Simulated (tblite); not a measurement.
Species: C₄H₄NO₃S (doublet state).
Numbering: `[O:1][S:2](=[O:3])(=[O:4])[c:5]1[cH:6][cH:7][cH:8][nH:9]1` (hydrogens: H10 on C6; H11 on C7; H12 on C8; H13 on N9)

Computed geometry: GFN2-xTB, gas phase. This method treats the open shell by occupation alone, without spin polarisation.

Question: List the bond lengths, angles and torsions at this level.

Answer: 
| bond | length (Å) |
| --- | --- |
| O1–S2 | 1.477 |
| S2=O3 | 1.426 |
| S2=O4 | 1.437 |
| S2–C5 | 1.808 |
| C5–C6 | 1.388 |
| C6–C7 | 1.395 |
| C7–C8 | 1.392 |
| C8–N9 | 1.349 |
| C5–N9 | 1.352 |
| C6–H10 | 1.070 |
| C7–H11 | 1.072 |
| C8–H12 | 1.073 |
| N9–H13 | 1.011 |

A selection of angles:
| angle | degrees |
| --- | --- |
| O1–S2–O3 | 117.2 |
| O1–S2–O4 | 115.4 |
| O1–S2–C5 | 83.2 |
| O3–S2–O4 | 118.7 |
| O3–S2–C5 | 111.7 |
| O4–S2–C5 | 103.5 |
| S2–C5–C6 | 136.7 |
| S2–C5–N9 | 112.8 |
| C6–C5–N9 | 109.1 |
| C5–C6–C7 | 105.9 |
| C6–C7–C8 | 107.6 |
| C7–C8–N9 | 108.1 |
| C5–N9–C8 | 108.9 |
| H13–N9–C8 | 129.7 |
| H13–N9–C5 | 121.1 |

Dihedral angles: O1–S2–C5–C6 75° (synclinal). The mirror-image conformer, all signs reversed, is as good.

N9 (nitrogen bonded to 2 C and H) is planar (angles 129.7°, 121.1° and 108.9°, sum 359.7°, 0.03 Å off the plane of its three neighbours). C8 (carbon bonded to C, N and H) is planar (angles 129.6°, 122.3° and 108.1°, sum 360.0°, 0.01 Å off the plane of its three neighbours). The 5-membered ring C5–C6–C7–C8–N9 has internal angles of 105.9° to 109.1°; it is almost planar, 0.02 Å rms from its mean plane, widest ring torsion 6°. S2 (sulfur bonded to C and 3 O) has angles from 83.2° to 118.7°. C5 (carbon bonded to C, N and S) is almost planar (angles 136.7°, 112.8° and 109.1°, sum 358.6°, 0.10 Å off the plane of its three neighbours). C6 (carbon bonded to 2 C and H) is planar (angles 127.9°, 126.1° and 105.9°, sum 359.9°, 0.03 Å off the plane of its three neighbours). The O–S distances run from 1.426 Å (S2=O3, drawn double in one of several resonance forms) to 1.477 Å (O1–S2, drawn single in one of several resonance forms), a spread of 0.051 Å.

Point group: C1 (no symmetry element, even within 0.4 Å). Its GFN2-xTB frequencies are all real (lowest 72 cm⁻¹).
